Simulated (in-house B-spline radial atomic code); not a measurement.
**The thallium ion Tl⁵⁺: [Xe] 4f14 5d8**

Computed with a radial B-spline atomic code at the basis-set limit: Dirac-Kohn-Sham B3LYP, spherical fractional occupations, Fermi nucleus of rms radius 5.4759 fm.

Z_r = [3n² - l(l+1)]/(2<r>); Z_e = n√(-2ε); the last column is Slater's effective charge. Values are occupation-weighted means over j. An effective charge above Z reflects the relativistic contraction of the inner shells.

| shell | electrons | ε (eV) | <r> (bohr) | Z_r | Z_e | Slater |
| --- | --- | --- | --- | --- | --- | --- |
| 1s | 2 | -85633 | 0.01632 | 91.90 | 79.33 | 80.70 |
| 2s | 2 | -15321 | 0.06807 | 88.14 | 67.12 | 76.85 |
| 2p | 6 | -13332 | 0.06176 | 80.96 | 62.61 | 76.85 |
| 3s | 2 | -3720.5 | 0.177 | 76.29 | 49.61 | 69.75 |
| 3p | 6 | -3136.5 | 0.1781 | 70.19 | 45.55 | 69.75 |
| 3d | 10 | -2466.5 | 0.1624 | 64.64 | 40.39 | 59.85 |
| 4s | 2 | -888.31 | 0.3915 | 61.30 | 32.32 | 53.25 |
| 4p | 6 | -693.75 | 0.4158 | 55.31 | 28.56 | 53.25 |
| 4d | 10 | -447.9 | 0.4397 | 47.76 | 22.95 | 41.85 |
| 5s | 2 | -198.96 | 0.8744 | 42.89 | 19.12 | 23.35 |
| 4f | 14 | -183.67 | 0.4669 | 38.56 | 14.70 | 30.45 |
| 5p | 6 | -143.88 | 0.9899 | 36.87 | 16.26 | 23.35 |
| 5d | 8 | -76.633 | 1.264 | 27.30 | 11.87 | 10.55 |

The least bound orbital is 5d5/2 at -75.58 eV, and it is also the most diffuse (<r> = 1.278 bohr).

Spin-orbit splittings of the orbital energies (j = l + 1/2 above j = l - 1/2 when positive): 2p 2066 eV, 3p 460.6 eV, 3d 98.21 eV, 4p 112.4 eV, 4d 21.02 eV, 4f 4.647 eV, 5p 21.03 eV, 5d 2.627 eV.

For the 1s electron the small component carries 9.51 % of the norm, the zero-frequency Breit interaction raises the level by 329.6 eV, self-energy by 212.9 eV, and vacuum polarisation lowers it by 44.75 eV.

Caution: exact exchange at fractional occupations of open shells leaves self-interaction of up to several eV.
